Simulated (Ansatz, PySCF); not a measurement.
Process, species as SMILES: FC(F)(F)C(F)(F)F [1,1,1,2,2,2-hexafluoroethane] -> 2 F[C](F)F (the C-C bond at the site shown breaks; other sites are not compared here)
Structures are relaxed separately at B3LYP-D3(BJ)/def2-TZVP in Ansatz (a program for electronic structure), one conformer each, not searched for the lowest. Frequencies are from Ansatz or PySCF.

Quantity: bond dissociation energy (0 K, with B3LYP-D3(BJ) harmonic zero-point energies), in eV. Correlated levels leave the core frozen unless marked. UHF or UKS for open shells. No spin-orbit coupling. No relativistic terms. CBS marks a two-point X^-3 extrapolation of the correlation energy; Hartree-Fock from the larger set. The bracket is a focal-point correction in the basis named.

RI-MP2/CBS(aug-cc-pVTZ,aug-cc-pVQZ)+[CCSD(T)-MP2]/aug-cc-pVTZ (Ansatz) gives 4.24 eV.

Problem. Another calculation gave 3.89 eV. Which level was it?
(A) wB97X-V/def2-TZVPD (Ansatz)
(B) wB97M-V/def2-TZVPD (Ansatz)
(C) B3LYP/def2-TZVPD (Ansatz)
(D) B2PLYP/def2-TZVPD (Ansatz)

Solution. D, B2PLYP/def2-TZVPD (Ansatz). The others give 3.69 (B3LYP), 4.23 (wB97M-V), 4.12 (wB97X-V) eV.
